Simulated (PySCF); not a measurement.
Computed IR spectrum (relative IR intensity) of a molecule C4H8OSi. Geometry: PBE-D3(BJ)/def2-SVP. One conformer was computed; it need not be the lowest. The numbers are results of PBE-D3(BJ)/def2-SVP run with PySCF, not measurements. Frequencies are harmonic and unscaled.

| ν (cm⁻¹) | relative intensity |
|---|---|
| 520 | 2.7 |
| 599 | 2.3 |
| 690 | 2.4 |
| 713 | 9.3 |
| 761 | 8.4 |
| 818 | 26 |
| 841 | 11 |
| 882 | 37 |
| 995 | 13 |
| 1042 | 20 |
| 1101 | 39 |
| 1217 | 5.2 |
| 1316 | 9.8 |
| 1336 | 3.6 |
| 1382 | 2.2 |
| 1796 | 100 |
| 2176 | 38 |

Which molecule gave these data?
(A) C[SiH]1CC(=O)C1
(B) C=C=CCO[SiH3]
(C) CC1=CO[Si@H]1C
(D) C[Si@@H]1C=CCO1

A, C[SiH]1CC(=O)C1
